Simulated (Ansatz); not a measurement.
The same path of BH₈N₃Si (13 atoms, charge 0, multiplicity 1) was run twice with different band settings. The coordinate that changes most is the dihedral H9–Si3–N4–H11.

These are results of RKS CAM-B3LYP-D4/def2-SVP in Ansatz, not measurements.

Relaxed end points:

```xyz
13
Properties=species:S:1:pos:R:3
B -2.015 -0.765 -0.472
N -0.991 -0.519 0.441
Si 0.419 0.537 0.306
N 0.815 0.530 -1.363
N 1.719 -0.030 1.264
H -2.001 -0.215 -1.552
H -2.917 -1.519 -0.191
H -1.058 -0.998 1.336
H 0.086 1.860 0.908
H 0.097 0.341 -2.053
H 1.544 1.131 -1.728
H 2.036 0.446 2.098
H 2.287 -0.833 1.020
```

```xyz
13
Properties=species:S:1:pos:R:3
B -2.150 -0.887 -0.096
N -0.762 -0.867 0.063
Si 0.316 0.530 0.031
N 1.349 0.720 -1.326
N 1.361 0.271 1.373
H -2.746 0.151 -0.262
H -2.745 -1.940 -0.063
H -0.308 -1.768 0.201
H -0.594 1.703 0.012
H 1.026 1.188 -2.164
H 2.104 0.072 -1.519
H 2.175 0.861 1.507
H 0.995 -0.068 2.256
```

Common settings: movable images 7; climbing image yes; spring 5.0 eV/Å²; optimiser quadratic models (default); start path IDPP; iteration limit 60; end points relaxed.

| run | force threshold |
| --- | --- |
| 1 | 0.05 eV/Å |
| 2 | 0.2 eV/Å |

Task: What does each run give, and how far can it be trusted?

Result: Run 1: converged after 53 iterations, highest image 0.035 eV above the first end. The profile has 2 maxima (images 2, 5) with wells between them (image 4): this band takes more than one step, which may be the mechanism or a detour left from its start path. A vibrational analysis at the climbing image gives one clearly imaginary mode, 95i cm⁻¹: a first-order saddle point.
Run 2: converged after 5 iterations, highest image 0.151 eV above the first end. The threshold of 0.2 eV/Å is loose, so the images may lie well off the minimum-energy path. The order of the stationary point at the top wasn't checked. Another band between the same ends, with other settings, climbed to 0.04 eV only, so this may not be the lowest route.
